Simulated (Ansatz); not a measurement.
The cluster Ba₂Te. Total charge 0; triplet. Geometry r2SCAN-D4/def2-TZVP.

Cartesian coordinates in Å:
```
Ba -2.018 1.429 1.048
Ba 1.629 -2.120 -0.257
Te 0.389 0.690 -0.790
```

In the def2 sets Ba, Te take a core potential; there is no spin–orbit coupling. B3LYP takes the VWN-RPA correlation. HSE06 is defined as in plane-wave codes, on full-range PBE exchange. The order of the spin states hangs on the level: the singlet lies 0.20 eV below the triplet at PBE0-D4/def2-TZVP, but 0.50 eV above it at HF/def2-TZVP. The singlet is doubtful at HF/def2-TZVP (restricted singlet, unstable towards broken spin symmetry). The structure comes from a short search, and lower isomers may exist.

(1) Estimate the α-spin orbital energies around the gap (eV) in Ansatz with HF/def2-TZVP, PBE-D4/def2-TZVP, r2SCAN-D4/def2-TZVP, B3LYP-D4/def2-TZVP, HSE06-D4/def2-TZVP.

Results:

(1) 
```csv
orbital,HF/def2-TZVP,PBE-D4/def2-TZVP,r2SCAN-D4/def2-TZVP,B3LYP-D4/def2-TZVP,HSE06-D4/def2-TZVP
HOMO−5,-18.41,-12.84,-13.23,-14.07,-14.01
HOMO−4,-7.88,-4.94,-5.06,-5.51,-5.45
HOMO−3,-7.35,-4.60,-4.72,-5.15,-5.06
HOMO−2,-7.03,-4.39,-4.51,-4.92,-4.82
HOMO−1,-4.68,-3.03,-3.13,-3.40,-3.19
HOMO,-4.27,-2.69,-2.79,-3.05,-2.84
LUMO,-0.01,-1.83,-1.75,-1.27,-1.60
LUMO+1,0.14,-1.78,-1.69,-1.20,-1.49
LUMO+2,0.34,-1.65,-1.54,-1.17,-1.46
LUMO+3,0.38,-1.62,-1.49,-1.10,-1.39
LUMO+4,0.51,-1.56,-1.47,-1.06,-1.34
LUMO+5,0.80,-1.52,-1.44,-1.06,-1.34
β HOMO,-7.05,-4.37,-4.51,-4.91,-4.81
β LUMO,0.04,-2.40,-2.00,-2.10,-2.18
```
